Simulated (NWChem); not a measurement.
System: BN2H5; SMILES NBN

Computed with NWChem. Each level has its own optimisation; frequencies are unscaled. One conformer.

| level | r B–H (Å) | r B–N (Å) | r H–N (Å) | highest harmonic frequency (cm⁻¹) | lowest (cm⁻¹) | zero-point energy (kcal/mol) |
|---|---|---|---|---|---|---|
| BLYP/def2-SVP | 1.218 | 1.423 | 1.019 | 3600 | 295 | 40.1 |
| CAM-B3LYP/def2-SVP | 1.211 | 1.410 | 1.011 | 3739 | 365 | 41.8 |
| PBE0/def2-SVP | 1.214 | 1.412 | 1.010 | 3763 | 335 | 41.7 |
